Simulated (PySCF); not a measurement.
Ge(H)2(F)(Et) (C2H7FGe), SMILES C[CH2][GeH2][F]. Geometry optimised at B3LYP-D3(BJ)/def2-SVP. The values are those of a single conformer.

Give the equilibrium geometry at B3LYP-D3(BJ)/def2-SVP (PySCF confirms it by a frequency run) as bond lengths and angles. (The exact figures need the calculation; the answer reports its results.)

One answer among several that fit: 
Atoms: Ge1 F2 C3 C4 H5 H6 H7 H8 H9 H10 H11. Bond lengths (Å): Ge1–F2 1.759, Ge1–C3 1.957, Ge1–H5 1.544, Ge1–H6 1.543, C3–C4 1.532, C3–H7 1.104, C3–H8 1.103, C4–H9 1.101, C4–H10 1.102, C4–H11 1.102. Angles (°): F2–Ge1–C3 105.9, F2–Ge1–H5 105.6, F2–Ge1–H6 106.1, C3–Ge1–H5 112.8, C3–Ge1–H6 113.7, H5–Ge1–H6 112.0, Ge1–C3–C4 112.6, Ge1–C3–H7 107.6, Ge1–C3–H8 107.2, C4–C3–H7 111.4, C4–C3–H8 111.1, H7–C3–H8 106.6, C3–C4–H9 111.0, C3–C4–H10 111.5, C3–C4–H11 111.5, H9–C4–H10 107.4, H9–C4–H11 107.8, H10–C4–H11 107.5.
